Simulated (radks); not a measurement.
Polarisability of the palladium ion Pd2+, [Kr] 4d8, at imaginary frequency. Method: scalar-relativistic Kohn-Sham, PBE, spin-polarised, spherical densities, finite nucleus; open shells are filled with parallel spins first (spin-orbit coupling, left out, can overturn this in heavy ions); Fermi nuclear charge, rms radius 4.5318 fm; computed with a radial shooting solver on a logarithmic mesh with Libxc functionals. Response by self-consistent Sternheimer equations with the Hartree and adiabatic LDA kernel, the relativistic mass of each level held fixed and spin-orbit coupling left out.

| w (hartree) | alpha1(iw) (bohr^3) |
|---|---|
| 0.00266 | 6.964 |
| 0.0143 | 6.962 |
| 0.0360 | 6.948 |
| 0.0697 | 6.904 |
| 0.118 | 6.796 |
| 0.186 | 6.572 |
| 0.280 | 6.169 |
| 0.413 | 5.545 |
| 0.605 | 4.710 |
| 0.892 | 3.725 |
| 1.35 | 2.669 |
| 2.12 | 1.649 |
| 3.59 | 0.8124 |
| 6.94 | 0.2909 |
| 17.5 | 0.06666 |

Static values: alpha1 = 6.964 bohr^3 (1.032 angstrom^3; uncoupled 10.46). C6 = 36.66, triple-dipole C9 = 174.9 atomic units. One-pole (London) frequency 4 C6 / (3 alpha1^2) = 1.008 hartree, against 0.975 for minus the highest occupied eigenvalue.
